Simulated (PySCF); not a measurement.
TPSS on Ta (tantalum, neutral), [Xe] 4f14 5d2 6s2 6p1, one real determinant (an excited configuration). All numbers are calculated (PySCF 2.14, a scalar-relativistic core potential, in aug-cc-pVTZ-PP with one added diffuse shell each of s, p, d, f, g type with ECP60MDF (7s7p6d4f3g, 113 functions)).

```
cycle= 2 E= -57.1774810571827  delta_E= -0.0027  |g|= 0.0365  |ddm|= 0.262
cycle= 3 E= -57.1793400101432  delta_E= -0.00186  |g|= 0.0162  |ddm|= 0.143
cycle= 4 E= -57.1798908026562  delta_E= -0.000551  |g|= 0.0148  |ddm|= 0.0519
cycle= 5 E= -57.1813245209383  delta_E= -0.00143  |g|= 0.0156  |ddm|= 0.151
cycle= 6 E= -57.1824277278566  delta_E= -0.0011  |g|= 0.0121  |ddm|= 0.144
cycle= 7 E= -57.1829358102935  delta_E= -0.000508  |g|= 0.0028  |ddm|= 0.15
cycle= 8 E= -57.1829357828816  delta_E= 2.74e-08  |g|= 0.00124  |ddm|= 0.0189
cycle= 9 E= -57.182940980642  delta_E= -5.2e-06  |g|= 0.000375  |ddm|= 0.0191
cycle= 10 E= -57.1829412459907  delta_E= -2.65e-07  |g|= 0.000318  |ddm|= 0.00884
cycle= 11 E= -57.1829417052276  delta_E= -4.59e-07  |g|= 3.4e-05  |ddm|= 0.00401
cycle= 12 E= -57.1829417004695  delta_E= 4.76e-09  |g|= 3.28e-05  |ddm|= 0.000531
cycle= 13 E= -57.1829417062282  delta_E= -5.76e-09  |g|= 1.6e-06  |ddm|= 0.000477
cycle= 14 E= -57.1829417062375  delta_E= -9.29e-12  |g|= 3.93e-07  |ddm|= 2.33e-05
converged SCF energy = -57.1829417062375  <S^2> = 4.3142769  2S+1 = 4.2728337
```

Highest occupied orbital energy: -2.656 eV; ⟨L²⟩ = 15.58; populations by l: s 3.62, p 7.00, d 2.38, f 0.00.

(1) Can this result be used?

## Answers

(1) Not for this state. The calculation finished and met its thresholds. ⟨L²⟩ = 15.58 against 20 for a pure G term, so this real determinant mixes terms. Energies and moments cover only the electrons outside the core potential. Spin-orbit coupling, absent here, splits the open shell strongly. ⟨S²⟩ = 4.31 against 3.75 shows spin contamination. The s, p, d and f populations moved away from the nominal configuration during the SCF.
